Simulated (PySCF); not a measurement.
Excitations are Tamm–Dancoff values on a coarser integration grid. The basis has no diffuse functions, so Rydberg states are missing or too high.

Cartesian coordinates (Å):
SMILES: [SH][Al]([Cl])[Cl]
```xyz
5

S      1.6154    -0.5587    -0.0913
Al    -0.5028    -0.1179    -0.0107
Cl    -1.8590    -1.6971    -0.1105
Cl    -1.1955     1.8437     0.1633
H      1.9587     0.7388     0.0069
```
Charge 0, spin multiplicity 1.

### Question
Estimate the T1 excitation (TDA), dipole moment and HOMO that PBE-D3(BJ)/def2-TZVP // B3LYP-D3(BJ)/def2-TZVP (PySCF) returns for this input.

### Answer

* **T1 excitation (TDA)**: 4.88 eV
* **dipole moment**: 1.06 D
* **HOMO**: -7.02 eV
